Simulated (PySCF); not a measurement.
Isomers of C3H5FN2Si, one GFN2-xTB conformer each. Single-point energies are computed at PBE0/pcSseg-1 (PySCF, gas phase, no added dispersion term), electronic only.

Question: Rank them by PBE0/pcSseg-1 energy, lowest first (kcal/mol).
A. `Fc1cnn([SiH3])c1`
B. `[F:1][SiH2:2][c:3]1[cH:4][nH:5][cH:6][n:7]1` with F1–Si2–C3–C4 0°
C. `[N:1]#[C:2][C@@H:3]([F:4])/[CH:5]=[N:6]\[SiH3:7]` with C2–C3–C5–N6 71°

Answer: B (0.0), A (52.9), C (75.1).

As drawn, the lowest has an aromatic ring, an N–H bond and an Si–F bond, which the highest lacks; the highest has a C≡N group and a C=N bond, which the lowest lacks. GFN2-xTB itself gives, in the same order: 0.0, 33.0, 75.3. Both levels put the same isomer lowest; measured from each level's own lowest isomer, the values differ by up to 19.9 kcal/mol (Fc1cnn([SiH3])c1: 33.0 against 52.9).

Which frontier levels, dipoles and rotational constants go with these structures?

```
                 SMILES  HOMO (eV, PBE0/pcSseg-1)  LUMO (eV)  dipole (D)     A, B, C (MHz)
      F[SiH2]c1c[nH]cn1                     -7.02       0.38        4.01  6173, 1378, 1142
       Fc1cnn([SiH3])c1                     -7.14      -0.06        2.46  7043, 1299, 1111
N#C[C@@H](F)/C=N\[SiH3]                     -7.69      -1.63        2.65  3415, 1394, 1086
```
